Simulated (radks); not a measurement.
Spin polarisation of the 3p5 shell in K2+. Start: [Ne] 3s2 3p(up 2.5, down 2.5); electrons of 3p are moved from spin down to spin up, other shells keep equal spins. All-electron calculation, scalar-relativistic Kohn-Sham, BLYP, spin-polarised, spherical densities, point nucleus. Program: a radial shooting solver on a logarithmic mesh with Libxc functionals.

moment (Bohr magnetons)  E - E(0) (eV)  e(3p up) (eV)  e(3p down) (eV)  3s down minus up (eV)  2p down minus up (eV)
0                                0.000        -39.060          -39.060                 0.000                  0.000
0.25                            -0.019        -39.208          -38.906                  0.324                  0.080
0.5                             -0.076        -39.351          -38.746                  0.647                  0.160
0.75                            -0.170        -39.489          -38.583                  0.969                  0.239
1                               -0.302        -39.620          -38.414                  1.290                  0.319

At moment 1 the spin-polarisation energy is -0.302 eV and the 3p exchange splitting 1.206 eV, that is 1.206 eV per Bohr magneton; E = -I m^2/4 would give I = 1.208 eV.
